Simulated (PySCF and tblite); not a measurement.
The numbers below are computed, except where a source is named.
## Barrier and rate of a rearrangement

System: C4H8N2O2Si, numbered as in [SiH3:1][O:2][CH2:3][O:4][c:5]1[cH:6][n:7][nH:8][cH:9]1.

Motion: shift of H on N8 from N8 to N7. Geometries: B3LYP-D3(BJ)/def2-SVP; energies: PBE0/pcSseg-1 + D3(BJ), IEF-PCM benzene; zero-point and thermal terms from GFN2-xTB harmonic modes (soft modes blended into free rotors). Rate constants are transition-state-theory values, counting equivalent paths, without tunnelling. (PySCF 2.14 with density fitting, tblite 0.8.)

| point | symmetry | E(GFN2) kcal/mol | E(DFT) kcal/mol | ZPE change kcal/mol | lowest mode cm⁻¹ | dipole D |
| --- | --- | --- | --- | --- | --- | --- |
| start | C1 | 0.0 | 0.0 | 0.00 | 44 | 2.53 |
| saddle | C1 | 44.6 | 49.4 | -3.93 | 1579i | 3.17 |
| end | C1 | -0.4 | -0.3 | 0.01 | 45 | 2.61 |

```
Electronic barrier             : 49.4 kcal/mol
Barrier with zero-point energy : 45.5 kcal/mol
ΔH‡ (298 K)                    : 45.4 kcal/mol
ΔS‡ (298 K, symmetry apart)    : -0.4 cal/(mol K)
Paths                          : 1 equivalent path
End point                      : a different minimum
Cost                           : 15 min on 1 thread of Arm Neoverse V2 (shared host) (rough), peak memory 1.1 GiB, launched as `OMP_NUM_THREADS=1 python ens_run.py task.json out`
```

```json
{"T/K": "400", "ΔG‡ kcal/mol": "45.5", "k s⁻¹": "1.1×10⁻¹²", "ΔG kcal/mol": "-0.3", "k back s⁻¹": "7.5×10⁻¹³"}
```

ΔG and ΔG‡ leave out symmetry numbers and mirror images; rates count paths: 1 out, 1 back.

Tunnelling of the moving H, left out here, will speed the real process. In real samples such hydrogens mostly exchange between molecules or through solvent, far faster than by this path.
